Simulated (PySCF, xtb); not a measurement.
C5H12Si, SMILES C[C@@H]1C[C@@]1(C)[SiH3].

Harmonic wavenumbers (cm⁻¹) from GFN2-xTB (xtb) at its own minimum, in rising order: 88, 129, 140, 162, 216, 286, 327, 382, 444, 542, 557, 614, 780, 784, 795, 827, 881, 900, 949, 993, 1026, 1058, 1081, 1116, 1138, 1177, 1221, 1305, 1405, 1413, 1424, 1483, 1490, 1497, 1506, 1515, 2248, 2250, 2255, 3002, 3007, 3011, 3012, 3019, 3027, 3050, 3071, 3077.

**Question.** What does PySCF 2.14.0 with PBE0-D3(BJ)/def2-SVP give at its own minimum? (An estimate is asked for; the answer gives what the named calculation found.)

**Answer.** 121, 159, 170, 181, 208, 278, 313, 375, 447, 593, 650, 654, 798, 851, 889, 923, 936, 949, 951, 972, 1016, 1050, 1087, 1128, 1139, 1191, 1237, 1308, 1380, 1397, 1419, 1456, 1460, 1469, 1473, 1501, 2215, 2216, 2222, 3044, 3056, 3130, 3131, 3136, 3139, 3142, 3164, 3224. Paired by order, the mean absolute difference is 41 cm⁻¹ and the zero-point energies are 93.9 and 95.7 kcal/mol.
